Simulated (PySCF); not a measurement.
## SMILES C#C/C(=C/C)CC, C7H10

Cartesian coordinates in Å; atom numbers follow the order of the lines, from 1:
```xyz
17

C    -2.030    2.368    0.195
C    -1.131    1.572    0.196
C    -0.103    0.596    0.219
C     1.102    0.893   -0.275
C     2.285   -0.011   -0.348
C    -0.512   -0.738    0.789
C    -1.131   -1.619   -0.297
H    -2.804    3.076    0.190
H     1.266    1.891   -0.664
H     2.043   -1.032   -0.069
H     2.683   -0.015   -1.363
H     3.074    0.354    0.311
H     0.350   -1.242    1.229
H    -1.247   -0.575    1.580
H    -1.437   -2.577    0.118
H    -0.415   -1.799   -1.096
H    -2.004   -1.130   -0.724
```

The calculation used GIAO PBE/pcSseg-1 magnetisability, rotational g tensor and spin-rotation constants, non-relativistic, gas phase (PySCF 2.14.0). Geometry: GFN2-xTB.

Question: Give the nuclear spin-rotation constants along the inertial axes (H = +C I·J) beside the isotropic shieldings.

Answer: Rotational constants 3.1902, 2.1127, 1.3891 GHz. A star marks the isotopologue with that one atom substituted, in its own axes.
```tsv
atom	isotope	Caa (kHz)	Cbb (kHz)	Ccc (kHz)	mean (kHz)	σ (ppm)
H8	1H	0.094	-0.235	-0.160	-0.100	29.3
H9	1H	-0.258	0.132	-0.122	-0.083	25.3
H10	1H	-0.287	0.030	-0.151	-0.136	29.6
H11	1H	-0.257	-0.214	-0.011	-0.161	29.8
H12	1H	-0.278	-0.121	-0.063	-0.154	29.8
H13	1H	0.010	-0.218	-0.099	-0.102	29.0
H14	1H	-0.113	-0.186	-0.078	-0.126	29.5
H15	1H	-0.345	0.015	-0.135	-0.155	30.5
H16	1H	-0.144	-0.211	-0.081	-0.145	30.9
H17	1H	-0.029	-0.223	-0.106	-0.119	30.2
C1	13C*	0.391	0.613	0.430	0.478	101.9
C2	13C*	0.039	0.801	0.547	0.463	90.1
C3	13C*	1.393	0.716	0.255	0.788	52.9
C4	13C*	1.347	0.844	0.258	0.817	41.3
C5	13C*	0.447	0.348	0.188	0.328	164.6
C6	13C*	0.568	0.348	0.224	0.380	151.5
C7	13C*	0.513	0.291	0.194	0.332	165.4
```
For the geometry as given, no vibrational averaging.

Question: How do the rotational constants and the g tensor change when H8, H9, H10, H11, H12, H13, H14, H15, H16, H17 are replaced by deuterium?

Answer: Constants 2.5590, 1.7679, 1.1642 GHz; g -0.0105, -0.0072, 0.0004, against -0.0129, -0.0086, 0.0006 before.
